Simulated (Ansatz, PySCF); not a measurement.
Dissociation curve of BrMg (cation, charge +1), lowest singlet found (which spin is the ground state isn't settled by this scan).

Levels: RCCSD(T) = Ansatz (a first-principles code) with CCSD(T) on RHF/cc-pVDZ, cores with 3d frozen; FCI = full CI/cc-pVDZ, cores with 3d frozen (Ansatz); RMP2/3-21G = restricted MP2 (frozen core)/3-21G (PySCF).

Energies are in kcal/mol, each relative to the lowest point of its own curve between 1.88 and 2.70 Å, where full CI is lowest.

```tsv
R / Å	RCCSD(T)	FCI	RMP2/3-21G
1.88	44.7	44.8	57.9
2.04	13.1	13.2	20.3
2.18	2.0	2.0	5.1
2.27	0.0	0.0	0.9
2.39	1.3	1.3	0.0
2.49	4.8	4.7	2.0
2.58	9.0	8.9	5.2
2.61	10.6	10.5	6.4
2.70	15.6	15.4	10.7
2.85	24.2	23.9	18.6
2.96	30.3	29.9	24.5
3.09	36.8	36.4	31.4
3.30	45.2	44.8	41.4
3.50	—	50.4	49.3
```

At the longest distance, 3.50 Å, FCI lies highest above its minimum (50.4 kcal/mol) and RMP2/3-21G lowest (49.3 kcal/mol).

Dashes: no converged value, or the column stops at the first point that the program doubted or that broke a chosen test of continuity, which isn't proof of a fault.

The scan ran from 1.88 to 8.90 Å; beyond the distances shown full CI changes its symmetry label. The restricted form behind RMP2/3-21G keeps the bonding electrons paired and can't separate into open-shell fragments.
